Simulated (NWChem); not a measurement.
System: C3H5B; SMILES B(C)C#C

Task: Give the equilibrium geometry at PBE0/def2-SVP (NWChem) as an XYZ file, with the point group.

Result: point group C1; any orientation.
```
9

B     -0.6016     0.5627    -0.0082
C     -0.1472    -0.8884    -0.0018
C      0.2175    -2.0530     0.0012
H      0.5358    -3.0805     0.0038
H     -1.7955     0.7726     0.0144
C      0.3883     1.7707    -0.0127
H      0.2681     2.2959     0.9543
H      0.0917     2.5137    -0.7722
H      1.4483     1.5129    -0.1381
```
